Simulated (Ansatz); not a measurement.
Gas-phase electronic energies from Ansatz, PBE0-D4/def2-TZVP geometries. CCSD(T)/CBS adds triple-zeta CCSD(T) − MP2 to the extrapolated MP2 energy (def2 sets, frozen cores). Functionals use def2-TZVPP. B3LYP here is the variant with VWN-RPA as its local correlation; programs differ in this. One conformer a species, not always the lowest.

Reaction (redistribution): `NB(F)[SiH3]` + `B[Si](F)(Cl)O[SiH3]` → `BB(N)[SiH3]` + `F[Si](F)(Cl)O[SiH3]`

Problem. Is it downhill or uphill in electronic energy at CCSD(T)/CBS, and by how much? (Best estimate.)

Solution. Computed: Downhill: ΔE = -0.29 eV.

Problem. What do these levels give: B3LYP-D4, ωB97X-V, ωB97M-V, PBE0, HF/def2-TZVPP, MP2/def2-TZVPP, SCS-MP2/def2-TZVPP, CCSD(T)/def2-TZVPP, HF/def2-QZVPP, SCS-MP2/def2-QZVPP, MP2/CBS(def2), CCSD/CBS(def2)? (An estimate is asked.)

Solution. Computed: B3LYP-D4 -0.23, ωB97X-V -0.21, ωB97M-V -0.26, PBE0 -0.24, HF/def2-TZVPP -0.20, MP2/def2-TZVPP -0.28, SCS-MP2/def2-TZVPP -0.25, CCSD(T)/def2-TZVPP -0.26, HF/def2-QZVPP -0.23, SCS-MP2/def2-QZVPP -0.28, MP2/CBS(def2) -0.31, CCSD/CBS(def2) -0.29 eV.

Largest T1 diagnostic among the species: 0.014.

In def2-TZVPP, CCSD(T) changes the Hartree–Fock value by −0.06 eV (the triples alone add +0.00 eV) and MP2 by −0.08 eV.
